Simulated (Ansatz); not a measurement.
Program: Ansatz. Geometries: PBE0-D4/def2-TZVP. ΔE: electronic, gas phase. CBS: MP2 limit from def2 TZ/QZ plus the TZ coupled-cluster correction, frozen cores. Functionals use def2-TZVPP. B3LYP here is the variant with VWN-RPA as its local correlation; programs differ in this. For Br, Zn outer-core shells are correlated without core-valence functions, which leaves a few kJ/mol of doubt a bond. Scalar relativity is left out up to krypton. Each species was taken in one conformer, which may not be the lowest.

Reaction (substitution at a C–C bond): `C[CH](C)[Zn][OH]` + `O[SiH](O)Br` → `CO[SiH](O)Br` + `C[CH2][Zn][OH]`

Task: Is it downhill or uphill in electronic energy at CCSD(T)/CBS, and by how much? (An estimate is asked.)

Result: Computed: Uphill: ΔE = +46.6 kJ/mol.

Task: What do these levels give: PBE-D4, B3LYP-D4, PBE, MP2/def2-TZVPP, HF/CBS(def2), MP2/CBS(def2)? (Estimate.)

Result: Ansatz gave: PBE-D4 44.7, B3LYP-D4 38.5, PBE 44.0, MP2/def2-TZVPP 51.1, HF/CBS(def2) 29.5, MP2/CBS(def2) 52.3 kJ/mol.

Largest T1 diagnostic among the species: 0.015.

In def2-TZVPP, CCSD(T) changes the Hartree–Fock value by +15.1 kJ/mol (the triples alone add +1.7 kJ/mol) and MP2 by +20.8 kJ/mol.
